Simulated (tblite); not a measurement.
Compound: C5H9OS (doublet state).
Structure used (GFN2-xTB), in Å, numbered top down from 1:
```xyz
16
C5H9OS angstrom
C     -2.646    0.194   -0.624
C     -1.153   -0.044   -0.709
O     -0.518    0.174   -1.742
C     -0.524   -0.518    0.478
C      0.930   -0.758    0.497
C      1.670    0.601    0.523
S      3.468    0.392    0.611
H     -2.854    0.982    0.097
H     -3.027    0.491   -1.597
H     -3.150   -0.712   -0.296
H     -1.095   -0.606    1.388
H      1.226   -1.266   -0.425
H      1.230   -1.348    1.363
H      1.398    1.169    1.412
H      1.421    1.168   -0.373
H      3.617   -0.107   -0.614
```

Computed with GFN2-xTB (tblite): harmonic, unscaled wavenumbers at the GFN2-xTB geometry, gas phase. This tight-binding method is rough: wavenumbers can miss measured ones by several per cent, in bad cases by 10 to 20. Modes of hydrogen on sulfur can be 10 to 20 % off. One conformer, not necessarily the lowest. Open shells enter through the occupations alone, without spin polarisation, and single modes of such species can be off by tens of per cent.

Harmonic wavenumbers (cm⁻¹): 45.0, 68.3, 77.7, 82.6, 227.0, 240.7, 259.8, 283.2, 431.1, 488.9, 595.7, 639.1, 728.0, 765.4, 829.9, 885.2, 970.7, 978.9, 989.4, 1033.3, 1104.6, 1151.0, 1182.2, 1221.8, 1242.8, 1281.0, 1370.0, 1378.7, 1425.0, 1446.5, 1458.9, 1465.5, 1582.1, 2433.4, 2954.1, 2994.7, 3004.8, 3009.4, 3020.9, 3029.1, 3062.3, 3097.5.

A = 6481, B = 857.7, C = 808.3 MHz; mass 117.037 u (most abundant isotopes); point group C1, symmetry number 1; spin multiplicity 2.

What is the zero-point energy?

½Σν̃ = 27268 cm⁻¹ = 77.96 kcal/mol.

Entropy at 500 K, 1 bar (ideal gas, RRHO, classical rotation)?

Translation 42.78, rotation 30.20, vibration 44.78, spin (R ln 2) 1.38: S = 119.1 cal/(mol K).

And Cp and H(500 K) − H(0)?

Cp = 48.38 cal/(mol K), of which vibrations give 40.43 (their classical limit is 42 R = 83.5); H(500 K) − H(0) = 14.82 kcal/mol without the zero-point energy, 10.85 from vibrations.

Which modes carry the vibrational entropy at 500 K?

45.0 cm⁻¹: 6.05; 68.3 cm⁻¹: 5.22; 77.7 cm⁻¹: 4.97; 82.6 cm⁻¹: 4.85; 227.0 cm⁻¹: 2.87; 240.7 cm⁻¹: 2.76 cal/(mol K); the other 36 give 18.07 together.

What must be added to the electronic energy to get the Gibbs energy at 500 K and 1 bar?

ZPE + [H(500 K) − H(0)] − T·S = 77.96 + 14.82 − 59.57 = 33.21 kcal/mol.

Hindered rotation and anharmonicity are outside this model. Other conformers, if any are populated, would add a mixing term that is left out. The structure is chiral; the term R ln 2 for an equal mix with its mirror image is left out.
